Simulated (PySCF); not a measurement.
## MgTl: one state, many levels of theory

State: ²Π (doublet), unpaired electrons π ↑. Set-up: PySCF, scalar-relativistic core potentials, basis sets Mg def2-SVP, Tl def2-SVP with ECP60. De refers to Mg + Tl in their high-spin ground configurations, without counterpoise correction. The functionals are run spin-unrestricted. A positive dipole means Mg(−)Tl(+). Levels whose curve was spin-contaminated or gave no clean fit are not listed.

```tsv
Level	Re (Å)	ωe (cm⁻¹)	De (eV)	μ (D)
ROHF-MP2	3.107	118	0.258	n/a
ROHF-SCS-MP2	3.199	95.9	0.178	n/a
ROHF-CCSD	3.174	106	0.200	n/a
ROHF-CCSD(T)	3.116	121	0.258	n/a
PBE	3.024	149	0.495	-0.52
TPSS	3.014	150	0.457	-0.38
r²SCAN	2.990	155	0.50	-0.73
PBE0	3.038	142	0.409	-0.69
BHandHLYP	3.146	111	0.207	-0.92
M06-2X	3.219	105	0.265	-0.72
CAM-B3LYP	3.114	115	0.225	-0.92
```

Which functional lies closest to ROHF-CCSD(T) in De, which farthest, and by how much do they differ from it?

Closest is M06-2X (+10.3 pm in Re, -13.2 % in ωe, +0.01 eV in De against ROHF-CCSD(T) in the same basis), farthest r²SCAN (-12.6 pm in Re, +28.1 % in ωe, +0.24 eV in De). CCSD(T) converges more slowly with the basis than the functionals do and binds too weakly in this one, so the order can change at the basis-set limit.

What does a quarter of exact exchange do here, going from PBE to PBE0?

PBE0 less PBE: +1.4 pm in Re, -4.7 % in ωe, -0.09 eV in De. Exact exchange removes part of the self-interaction that spreads semilocal densities, and in most molecules shortens and stiffens the bond and lowers De; here Re and ωe go the other way.

What does the step from GGA to meta-GGA do here, going from PBE to r²SCAN?

r²SCAN less PBE: -3.4 pm in Re, +4.0 % in ωe, +0.01 eV in De. 

Correlated steps freeze 5 core orbitals. The bond is weak. Basis-set superposition, not corrected here, can be much of De in a small basis, most of all at correlated wavefunction levels. Functionals without a dispersion term scatter widely for such bonds, and LDA overbinds them. Spin–orbit coupling is left out, which matters for elements this heavy, above all for dissociation energies. The state was picked by a PBE0 search and need not be the measured ground state.

The whole job (state search and all levels along the bond) took about 2.6 min on 1 thread of Arm Neoverse V1 (shared host), peak memory 0.53 GiB.
